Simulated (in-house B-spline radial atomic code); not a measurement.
Radial electron density of the thulium ion Tm⁵⁺, [Kr] 4d10 4f10 5s2 5p5 6p1. Level of theory: scalar-relativistic (X2C) BHandHLYP, spin-polarised, spherical fractional occupations, exact exchange averaged over the configuration, Fermi nucleus of rms radius 5.2256 fm; calculated with a radial B-spline atomic code at the basis-set limit.

One-electron X2C: radii and densities carry no picture-change correction, so inner-shell <1/r> comes out high (for 1s by about 2 % at Z = 33, 5 % at 54, 10 % at 75, 30 % at 118) and <r> low.

Columns: r (bohr), 4πr²n(r) (electrons per bohr), bar.

```
0.000452    2.903 #
0.000564    3.999 #
0.000704     5.49 ##
0.000879    7.506 ###
  0.0011    10.24 ####
 0.00137    13.78 #####
 0.00171    18.45 #######
 0.00214    24.52 #########
 0.00267    32.03 ###########
 0.00333    41.13 ###############
 0.00416    51.79 ##################
 0.00519    63.44 ######################
 0.00648    75.25 ###########################
 0.00809    85.74 ##############################
  0.0101    93.07 #################################
  0.0126    95.63 ##################################
  0.0158    92.84 #################################
  0.0197    86.76 ###############################
  0.0246       82 #############################
  0.0307    84.51 ##############################
  0.0383    97.02 ##################################
  0.0478    114.5 ########################################
  0.0597    124.7 ############################################
  0.0745    117.8 ##########################################
   0.093      101 ####################################
   0.116    94.53 #################################
   0.145    105.7 #####################################
   0.181    111.2 #######################################
   0.226    89.19 ###############################
   0.282    58.93 #####################
   0.352    52.72 ###################
    0.44    61.61 ######################
   0.549    55.77 ####################
   0.686    36.06 #############
   0.856    20.91 #######
    1.07    13.73 #####
    1.33    8.654 ###
    1.67    3.841 #
    2.08    1.379 
     2.6    0.702 
    3.24   0.4216 
    4.05   0.1452 
    5.06   0.0227 
    6.31 0.001408 
    7.88 2.791e-05 
    9.84 1.179e-07
```

On this grid the curve has 4 maxima, near 0.0126, 0.0597, 0.181, 0.44 bohr.

The 5p up radial function P(r) = rR(r), positive near the nucleus:

| r (bohr) | P |
| --- | --- |
| 0.000704 | 0.001116 |
| 0.0011 | 0.002179 |
| 0.00171 | 0.004306 |
| 0.00267 | 0.008682 |
| 0.00416 | 0.0175 |
| 0.00648 | 0.03488 |
| 0.0101 | 0.06746 |
| 0.0158 | 0.1231 |
| 0.0246 | 0.199 |
| 0.0383 | 0.2592 |
| 0.0597 | 0.2051 |
| 0.093 | -0.05893 |
| 0.145 | -0.3543 |
| 0.226 | -0.1465 |
| 0.352 | 0.471 |
| 0.549 | 0.2789 |
| 0.856 | -0.7257 |
| 1.33 | -0.9919 |
| 2.08 | -0.4029 |
| 3.24 | -0.04707 |
| 5.06 | -0.001062 |
